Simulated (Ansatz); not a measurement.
C2H9GaSi, SMILES `CC[SiH2][GaH2]` at its PBE0-D4/def2-TZVP geometry, where that method's forces vanish. Charge 0, multiplicity 1.

| atom | x (Å) | y (Å) | z (Å) |
| --- | --- | --- | --- |
| C1 | -0.7309 | 1.5826 | -0.2157 |
| C2 | -1.0127 | 0.1720 | -0.7221 |
| Si3 | -0.2452 | -1.1673 | 0.3608 |
| Ga4 | 2.1554 | -0.9954 | 0.5513 |
| H5 | -1.1945 | 2.3404 | -0.8525 |
| H6 | -1.1153 | 1.7267 | 0.7978 |
| H7 | 0.3428 | 1.7906 | -0.1912 |
| H8 | -0.6314 | 0.0503 | -1.7415 |
| H9 | -2.0917 | -0.0068 | -0.7767 |
| H10 | -0.8385 | -1.0872 | 1.7309 |
| H11 | -0.5918 | -2.5204 | -0.1714 |
| H12 | 2.9743 | -1.9777 | 1.4710 |
| H13 | 2.9794 | 0.0923 | -0.2406 |

(1) For each bond, give half the difference of the two atoms' forces along it (eV/Å; positive pushes the atoms apart) under PBE-D4, r2SCAN-D4, B3LYP-D4, ωB97M-V in def2-TZVPP. (Estimate.)

Results:

(1) The calculation gave: 
```csv
bond,length (Å),PBE-D4,r2SCAN-D4,B3LYP-D4,ωB97M-V
C1–C2,1.525,0.01,0.15,0.22,0.22
C1–H5,1.093,0.11,-0.04,-0.08,-0.10
C1–H6,1.093,0.10,-0.04,-0.06,-0.07
C1–H7,1.094,0.10,-0.04,-0.07,-0.07
C2–Si3,1.886,0.02,0.01,0.07,0.02
C2–H8,1.095,0.11,-0.03,-0.08,-0.08
C2–H9,1.095,0.11,-0.03,-0.08,-0.09
Si3–Ga4,2.414,-0.09,-0.02,0.08,0.03
Si3–H10,1.495,0.10,0.00,-0.10,-0.11
Si3–H11,1.495,0.09,-0.01,-0.11,-0.12
Ga4–H12,1.575,0.06,-0.07,-0.01,-0.07
Ga4–H13,1.578,0.07,-0.06,-0.02,-0.07
```

B3LYP here is the variant with VWN-RPA as its local correlation; programs differ in this.

Computed with Ansatz.
